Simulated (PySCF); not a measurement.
# Fractional electron number in Mo²⁺ (molybdenum, charge +2)

The 4d alpha orbital of [Kr] 4d4 is emptied in steps (occupation f), with all orbitals relaxed, ending at [Kr] 4d3. All numbers are calculated (PySCF 2.14, scalar relativity through the core potential, in def2-TZVPPD with the def2 core potential (28 electrons) (6s4p3d2f1g, 56 functions)). The exact energy is a straight line in f; departures are measured from the line between the end points of the same method.

| f | UHF (eV) | LDA (eV) | PBE (eV) |
| --- | --- | --- | --- |
| 1 | 0.000 | 0.000 | 0.000 |
| 0.8 | 0.154 | -0.945 | -0.927 |
| 0.6 | 0.225 | -1.427 | -1.397 |
| 0.4 | 0.221 | -1.434 | -1.402 |
| 0.2 | 0.144 | -0.961 | -0.938 |
| 0 | 0.000 | 0.000 | 0.000 |

```
method  E(f=0) − E(f=1) (eV)  −ε at f=1 (eV)  −ε at f=0.4 (eV)
   UHF                26.081          27.066            25.873
   LDA                27.536          21.669            28.695
   PBE                27.314          21.553            28.457
```

Orbital energy along the path (eV):

```
  f      UHF      LDA      PBE
  1  -27.066  -21.669  -21.553
0.8  -26.640  -23.961  -23.816
0.6  -26.243  -26.306  -26.121
0.4  -25.873  -28.695  -28.457
0.2  -25.526  -31.119  -30.817
  0  -25.200  -33.563  -33.194
```

Reference removal energy between the ground levels: 27.13 ± 0.12 eV (semi-empirical (NIST evaluation); NIST Atomic Spectra Database, ionization energies). The calculation has no spin-orbit coupling. The determinant left behind need not be the lowest term of the ion. UHF lacks correlation.
